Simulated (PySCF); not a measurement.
CH11NOSi3, SMILES CO[SiH2][SiH2]N[SiH3]. Atoms are numbered in the order given.

```xyz
17

C     -4.0542    -0.2014    -0.2807
O     -2.7021    -0.2623    -0.6392
Si    -1.4563     0.2080     0.3685
Si     0.5655    -0.1616    -0.7528
N      1.8377     0.5677     0.2007
Si     3.3855    -0.0905     0.6523
H     -4.2752    -0.8164     0.6119
H     -4.6608    -0.5847    -1.1154
H     -4.3808     0.8342    -0.0696
H     -1.5072    -0.5562     1.6603
H     -1.5922     1.6616     0.7323
H      0.4789     0.3869    -2.1461
H      0.8707    -1.6206    -0.8495
H      1.6945     1.5468     0.4371
H      4.5210     0.4319    -0.1744
H      3.6910     0.2365     2.0797
H      3.3119    -1.5700     0.4755
```

Geometry: PBE0-D3(BJ)/def2-SVP. This is a generated structure with no PubChem entry under its InChIKey; it may be hypothetical. One conformer was computed; it need not be the lowest.

Computed with PySCF with KT2/pcSseg-1.

GIAO shieldings, no solvent; atoms listed in one row are averaged. δ = σ(ref) − σ: ¹³C against TMS (σ = 185.1 ppm); ¹⁷O against H2O (σ = 330.4 ppm); ²⁹Si against TMS (σ = 361.9 ppm); ¹⁵N against NH3 (σ = 266.2 ppm); ¹H against TMS (σ = 31.47 ppm), references at their B3LYP-D3(BJ)/def2-TZVP geometries, non-relativistic.

Computed chemical shifts:
```
nucleus          atoms  count  δ (ppm)
-------  -------------  -----  -------
¹³C                 C1      1     59.8
¹⁷O                 O2      1     -4.2
²⁹Si               Si3      1    -23.2
²⁹Si               Si4      1    -39.5
²⁹Si               Si6      1    -41.9
¹⁵N                 N5      1     -6.2
¹H                 H12      1     5.49
¹H            H10, H11      2     5.34
¹H                 H13      1     5.31
¹H       H15, H16, H17      3     5.12
¹H          H7, H8, H9      3     3.90
¹H                 H14      1    -1.29
```
